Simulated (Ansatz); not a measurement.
## Two structures of AlBClGaH4Si

Structure I: a singlet given by its coordinates. Structure II: a singlet given by its coordinates. Both are isolated molecules in the gas phase, relaxed with PBE0-D3(BJ)/def2-SVP.

I (Å):

```xyz
9

Al    0.2706   -0.6711   -1.3488
B    -1.5477   -0.0453   -2.0627
Cl   -0.1955    1.6644    2.6271
Ga   -0.1911    0.4871    0.8157
Si   -2.5616    0.4538   -0.5606
H     1.6942   -1.2826   -1.6973
H    -1.9190    0.1787   -3.1895
H    -3.9520    0.9191   -0.2746
H    -2.0689   -0.0373    0.8227
```

Close contacts (Å): Al1–B2 2.05, Al1–Ga4 2.50, B2–Si5 1.88, Cl3–Ga4 2.16, Ga4–Si5 2.74, Al1–H6 1.59, B2–H7 1.21, Ga4–H9 1.95, Si5–H8 1.49, Si5–H9 1.55.

II (Å):

```yaml
atoms:
  - { symbol: Al, position_ang: [0.3731, -0.1810, 0.5912] }
  - { symbol: B, position_ang: [-1.7436, 1.2783, -2.9074] }
  - { symbol: Cl, position_ang: [2.0890, -0.2590, 1.8168] }
  - { symbol: Ga, position_ang: [-1.2806, 0.7126, -0.9877] }
  - { symbol: Si, position_ang: [-1.8816, -0.9471, 0.5869] }
  - { symbol: H, position_ang: [-2.2470, 2.3502, -3.1496] }
  - { symbol: H, position_ang: [-1.4956, 0.5493, -3.8402] }
  - { symbol: H, position_ang: [-1.1618, -0.1712, 1.7599] }
  - { symbol: H, position_ang: [-3.0142, -1.6359, 1.3005] }
```

Close contacts (Å): Al1–Cl3 2.11, Al1–Ga4 2.45, Al1–Si5 2.38, B2–Ga4 2.05, Ga4–Si5 2.37, Al1–H8 1.93, B2–H6 1.21, B2–H7 1.21, Si5–H8 1.58, Si5–H9 1.51.

Task: Estimate which is lower in electronic energy at CCSD(T)/def2-SVP + ΔMP2/def2-TZVPP, and by roughly how much.

Result: The CCSD(T)/def2-SVP + ΔMP2/def2-TZVPP calculation puts structure II lower, by 0.132 eV.

How the difference moves with the method:

```tsv
level	geometry	E(II) − E(I) (eV)	departure from the last row (eV)	job, with rough time for the two
PBE0-D3(BJ)/def2-SVP	PBE0-D3(BJ)/def2-SVP	−0.079	+0.053	optimisation, 97 s
HF/def2-SVP	PBE0-D3(BJ)/def2-SVP	−0.361	−0.229	part of the CCSD(T) run
MP2/def2-SVP	PBE0-D3(BJ)/def2-SVP	−0.102	+0.030	part of the CCSD(T) run
CCSD(T)/def2-SVP	PBE0-D3(BJ)/def2-SVP	−0.099	+0.033	single point
CCSD(T)/def2-SVP + ΔMP2/def2-TZVPP	PBE0-D3(BJ)/def2-SVP	−0.132		single point, 46 s
```

None of the levels shown reverses the order. The largest departure from CCSD(T)/def2-SVP + ΔMP2/def2-TZVPP is that of HF/def2-SVP, 0.229 eV. Levels run at GFN2-xTB geometries aren't shown. The last row adds to CCSD(T) the change of the MP2 difference between the two basis sets, here −0.033 eV.

With harmonic frequencies from PBE0-D3(BJ)/def2-SVP (ideal gas, rigid rotor, one conformer each, 400 K, 1 atm): on the last row, ΔE + ΔZPE = −0.098 eV. A mode under 50 cm⁻¹ makes harmonic enthalpies and free energies unreliable, so none is given.

The correlated steps freeze 25 core orbitals; the filled d shell of Ga is correlated, in a basis made for valence electrons. Programs: Ansatz 0.2.0; the last row on 2 threads of Intel(R) Xeon(R) Platinum 8375C CPU @ 2.90GHz (Ice Lake) on a shared host.
